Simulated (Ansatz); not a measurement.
C6H9O (SMILES O=C1CC[CH]CC1), doublet (typed; the unrestricted solution is spin-contaminated), at a GFN2-xTB geometry. Base run: Ansatz (a program for electronic structure) with HF/STO-3G.

Input for Ansatz:
Ansatz 0.2 input:
```yaml
crystal:
  periodic: [false, false, false]
  atoms:
    - {symbol: O, position_ang: [-2.30991040, 0.16261397, 0.32350552]}
    - {symbol: C, position_ang: [-1.11853851, 0.07874331, 0.15665256]}
    - {symbol: C, position_ang: [-0.19376152, 1.26653046, 0.28011446]}
    - {symbol: C, position_ang: [1.06928310, 1.12646069, -0.57215067]}
    - {symbol: C, position_ang: [1.78605069, -0.12573509, -0.25013838]}
    - {symbol: C, position_ang: [1.01961696, -1.27351588, 0.27959790]}
    - {symbol: C, position_ang: [-0.43509445, -1.22226002, -0.19204248]}
    - {symbol: H, position_ang: [-0.74557191, 2.17538625, 0.03401302]}
    - {symbol: H, position_ang: [0.08950526, 1.33091202, 1.33516272]}
    - {symbol: H, position_ang: [1.72187303, 1.99176583, -0.42130000]}
    - {symbol: H, position_ang: [0.77448763, 1.14772450, -1.63394651]}
    - {symbol: H, position_ang: [2.84732669, -0.20044721, -0.39877126]}
    - {symbol: H, position_ang: [1.48075649, -2.21722578, -0.02723183]}
    - {symbol: H, position_ang: [1.02631754, -1.27449828, 1.38174174]}
    - {symbol: H, position_ang: [-1.01805368, -2.05122986, 0.21298471]}
    - {symbol: H, position_ang: [-0.46269552, -1.30464002, -1.28289701]}
basis:
  gaussian:
    orbitals: STO-3G
hamiltonian:
  xc: hf
magnetization: {spin_polarized: true, initial_magnetization: 1}
```

Each row names what was changed in the base input (with any setting that the change needs).

```json
[
 {"change": "base", "ΔE vs base (eV)": "0.00"},
 {"change": "symmetry_tolerance_ang = 0.01", "ΔE vs base (eV)": "0.00"},
 {"change": "occupation = up:A:15 B:12 down:A:15 B:11", "ΔE vs base (eV)": "0.00"},
 {"change": "occupation = up:A:14 B:13 down:A:15 B:11", "ΔE vs base (eV)": "7.83"},
 {"change": "occupation = up:A:16 B:11 down:A:15 B:11", "ΔE vs base (eV)": "13.80"}
]
```
